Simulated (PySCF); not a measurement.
## Nuclear quadrupole coupling in `N[Si@@H]1C=C[SiH2]C=C1F`

Compound: C₄H₈FNSi₂.
Cartesian coordinates in Å at the GFN2-xTB level; atoms count from 1:
```xyz
16
C4H8FNSi2 angstrom
N      2.3938   -0.0297   -1.0495
Si     1.3067   -0.1888    0.2776
C      0.1106   -1.5915   -0.0821
C     -1.2151   -1.4762   -0.0605
Si    -2.1629    0.1126    0.2832
C     -0.9881    1.5715    0.3056
C      0.3286    1.4284    0.2963
F      1.1100    2.5535    0.3115
H      2.8960    0.8378   -1.1550
H      2.9781   -0.8044   -1.3182
H      1.9184   -0.3793    1.6095
H      0.5481   -2.5610   -0.2990
H     -1.8180   -2.3565   -0.2652
H     -3.1683    0.3107   -0.7732
H     -2.8415    0.0098    1.5863
H     -1.4040    2.5722    0.3214
```

Field gradients from the PBE0/pcSseg-1 density (PySCF, non-relativistic), principal values in atomic units, ordered |Vxx| ≤ |Vyy| ≤ |Vzz|:

```json
{"atom": "N1", "Vxx": "0.3273", "Vyy": "0.6119", "Vzz": "-0.9392"}
```

Question: Find the asymmetry η = (Vxx − Vyy)/Vzz and the couplings χ = eQV/h (234.96 MHz × Q in barn × V in au), with Q(14N) = 0.02044 b.

Answer: 
| atom | environment | nucleus | η | χzz (MHz) | χxx (MHz) | χyy (MHz) |
| --- | --- | --- | --- | --- | --- | --- |
| N1 | silicon-bound nitrogen | 14N | 0.30 | -4.511 | 1.572 | 2.939 |

The tensor is traceless: Vxx + Vyy + Vzz = 0.

Question: What is Vzz at N1 in SI units (1 au = 9.71736 × 10²¹ V/m²)?

Answer: -0.9392 au = -9.126 × 10²¹ V/m².

Question: And the gradient at the other heavy atoms, for which no coupling is worked out here?

Answer: 
| atom | environment | Vzz (au) | η |
| --- | --- | --- | --- |
| Si2 | SiH silicon | 0.218 | 0.89 |
| C3 | alkene CH carbon | 0.379 | 0.37 |
| C4 | alkene CH carbon | 0.383 | 0.34 |
| Si5 | SiH2 silicon | 0.139 | 0.55 |
| C6 | alkene CH carbon | 0.267 | 0.44 |
| C7 | vinylic C–F carbon | -0.586 | 0.47 |
| F8 | vinyl fluorine | 2.840 | 0.17 |

Question: What couplings would deuterons (Q(2H) = 0.00286 b) have in place of the hydrogens, at this geometry?

Answer: 
```tsv
atom	bonded to	bond length (Å)	Vzz (au)	η	χzz (kHz)
H9	N1	1.008	0.4252	0.17	286
H10	N1	1.007	0.4308	0.17	289
H11	Si2	1.478	0.1496	0.02	101
H12	C3	1.086	0.3227	0.04	217
H13	C4	1.086	0.3199	0.03	215
H14	Si5	1.472	0.1556	0.03	105
H15	Si5	1.473	0.1556	0.02	105
H16	C6	1.084	0.3275	0.04	220
```

One conformer (not necessarily the lowest) at the GFN2-xTB geometry, without solvent, vibrations or thermal averaging. GFN2-xTB bond lengths can be off by several hundredths of an ångström, more for odd bonds, and the gradients follow them. With so small a basis the couplings can be 20 % off.
